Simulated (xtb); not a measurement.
xtb input (GFN2-xTB):

```bash
xtb mol.xyz --gfn 2 --sp --chrg 0 --uhf 0
```
mol.xyz:
```
4

B     -0.00000000    -0.00000000    -0.69204907
N      0.00000000     0.00000000     0.54091630
H     -0.00000000    -0.00000000    -1.85890057
H      0.00000000     0.00000000     1.53273184
```

Output:

```
           -------------------------------------------------
          |                Calculation Setup                |
           -------------------------------------------------

           -------------------------------------------------
          |                 G F N 2 - x T B                 |
           -------------------------------------------------

        Reference                      10.1021/acs.jctc.8b01176
      * Hamiltonian:
        H0-scaling (s, p, d)           1.850000    2.230000    2.230000
        zeta-weighting                 0.500000
      * Dispersion:
        s8                             2.700000
        a1                             0.520000
        a2                             5.000000
        s9                             5.000000
      * Repulsion:
        kExp                           1.500000    1.000000
        rExp                           1.000000
      * Coulomb:
        alpha                          2.000000
        third order                    shell-resolved
        anisotropic                    true
        a3                             3.000000
        a5                             4.000000
        cn-shift                       1.200000
        cn-exp                         4.000000
        max-rad                        5.000000

          ...................................................
          :                      SETUP                      :
          :.................................................:
          :  # basis functions                  10          :
          :  # atomic orbitals                  10          :
          :  # shells                            6          :
          :  # electrons                        10          :
          :  max. iterations                   250          :
          :  Hamiltonian                  GFN2-xTB          :
          :  restarted?                      false          :
          :  GBSA solvation                  false          :
          :  PC potential                    false          :
          :  electronic temp.          300.0000000     K    :
          :  accuracy                    1.0000000          :
          :  -> integral cutoff          0.2500000E+02      :
          :  -> integral neglect         0.1000000E-07      :
          :  -> SCF convergence          0.1000000E-05 Eh   :
          :  -> wf. convergence          0.1000000E-03 e    :
          :  Broyden damping             0.4000000          :
          :  net charge                          0          :
          :  unpaired electrons                  0          :
          ...................................................

 iter      E             dE          RMSdq      gap      omega  full diag
   1     -5.2449032 -0.524490E+01  0.145E+01    7.40       0.0  T
   2     -5.2693592 -0.244560E-01  0.883E+00    7.32       1.0  T
   3     -5.2650231  0.433602E-02  0.200E+00    7.11       1.0  T
   4     -5.2517035  0.133197E-01  0.241E+00    7.84       1.0  T
   5     -5.2718197 -0.201162E-01  0.114E+00    7.53       1.0  T
   6     -5.2769163 -0.509655E-02  0.439E-01    7.24       1.0  T
   7     -5.2779422 -0.102598E-02  0.951E-02    7.34       1.0  T
   8     -5.2779714 -0.291395E-04  0.401E-02    7.33       1.2  T
   9     -5.2779783 -0.694859E-05  0.751E-03    7.32       6.7  T
  10     -5.2779784 -0.105284E-06  0.342E-03    7.32      14.6  T
  11     -5.2779785 -0.549035E-07  0.968E-04    7.32      51.6  T
  12     -5.2779785 -0.488910E-08  0.304E-05    7.32    1644.9  T

   *** convergence criteria satisfied after 12 iterations ***

         #    Occupation            Energy/Eh            Energy/eV
      -------------------------------------------------------------
         1        2.0000           -0.5726685             -15.5831
         2        2.0000           -0.4917243             -13.3805
         3        2.0000           -0.4499604             -12.2440
         4        2.0000           -0.4105692             -11.1722
         5        2.0000           -0.4105692             -11.1722 (HOMO)
         6                         -0.1414549              -3.8492 (LUMO)
         7                         -0.1414549              -3.8492
         8                          0.0655497               1.7837
         9                          0.3100646               8.4373
        10                          1.1838027              32.2129
      -------------------------------------------------------------
                  HL-Gap            0.2691143 Eh            7.3230 eV
             Fermi-level           -0.2760120 Eh           -7.5107 eV

 SCC (total)                   0 d,  0 h,  0 min,  0.003 sec
 SCC setup                      ...        0 min,  0.000 sec (  6.533%)
 Dispersion                     ...        0 min,  0.000 sec (  1.801%)
 classical contributions        ...        0 min,  0.000 sec (  0.938%)
 integral evaluation            ...        0 min,  0.000 sec ( 10.157%)
 iterations                     ...        0 min,  0.002 sec ( 60.664%)
 molecular gradient             ...        0 min,  0.000 sec ( 14.006%)
 printout                       ...        0 min,  0.000 sec (  5.337%)

         :::::::::::::::::::::::::::::::::::::::::::::::::::::
         ::                     SUMMARY                     ::
         :::::::::::::::::::::::::::::::::::::::::::::::::::::
         :: total energy              -5.171638107738 Eh    ::
         :: gradient norm              0.033922906413 Eh/a0 ::
         :: HOMO-LUMO gap              7.322973089499 eV    ::
         ::.................................................::
         :: SCC energy                -5.277978512168 Eh    ::
         :: -> isotropic ES            0.028519949323 Eh    ::
         :: -> anisotropic ES          0.002708073970 Eh    ::
         :: -> anisotropic XC          0.010154781530 Eh    ::
         :: -> dispersion             -0.000825636613 Eh    ::
         :: repulsion energy           0.106340404429 Eh    ::
         :: add. restraining           0.000000000000 Eh    ::
         :: total charge               0.000000000000 e     ::
         :::::::::::::::::::::::::::::::::::::::::::::::::::::

           -------------------------------------------------
          |                Property Printout                |
           -------------------------------------------------

    * Orbital Energies and Occupations

         #    Occupation            Energy/Eh            Energy/eV
      -------------------------------------------------------------
         1        2.0000           -0.5726685             -15.5831
         2        2.0000           -0.4917243             -13.3805
         3        2.0000           -0.4499604             -12.2440
         4        2.0000           -0.4105692             -11.1722
         5        2.0000           -0.4105692             -11.1722 (HOMO)
         6                         -0.1414549              -3.8492 (LUMO)
         7                         -0.1414549              -3.8492
         8                          0.0655497               1.7837
         9                          0.3100646               8.4373
        10                          1.1838027              32.2129
      -------------------------------------------------------------
                  HL-Gap            0.2691143 Eh            7.3230 eV
             Fermi-level           -0.2760120 Eh           -7.5107 eV

     #   Z          covCN         q      C6AA      α(0)
     1   5 B        1.781     0.239    36.952    12.808
     2   7 N        1.702    -0.344    29.643     8.049
     3   1 H        0.940    -0.066     4.493     3.314
     4   1 H        0.861     0.170     1.270     1.765

 Mol. C6AA /au·bohr⁶  :        214.398164
Note: The following floating-point exceptions are signalling: IEEE_DENORMAL
normal termination of xtb
 Mol. C8AA /au·bohr⁸  :       5557.862496
 Mol. α(0) /au        :         25.936004

Wiberg/Mayer (AO) data.
largest (>0.10) Wiberg bond orders for each atom

 ---------------------------------------------------------------------------
     #   Z sym  total        # sym  WBO       # sym  WBO       # sym  WBO
 ---------------------------------------------------------------------------
     1   5 B    3.481 --     2 N    2.487     3 H    0.984
     2   7 N    3.448 --     1 B    2.487     4 H    0.955
     3   1 H    0.996 --     1 B    0.984
     4   1 H    0.971 --     2 N    0.955
 ---------------------------------------------------------------------------

Topologies differ in total number of bonds
Writing topology from bond orders to xtbtopo.mol

molecular dipole:
                 x           y           z       tot (Debye)
 q only:        0.000       0.000       0.061
   full:        0.000      -0.000       0.002       0.006
molecular quadrupole (traceless):
                xx          xy          yy          xz          yz          zz
 q only:       -0.334       0.000      -0.334       0.000       0.000       0.669
  q+dip:       -2.069       0.000      -2.069      -0.000       0.000       4.138
   full:       -0.859       0.000      -0.859      -0.000       0.000       1.717

           -------------------------------------------------
          | TOTAL ENERGY               -5.171638107738 Eh   |
          | GRADIENT NORM               0.033922906413 Eh/α |
          | HOMO-LUMO GAP               7.322973089499 eV   |
           -------------------------------------------------

------------------------------------------------------------------------
------------------------------------------------------------------------
 total:
 SCF:
```
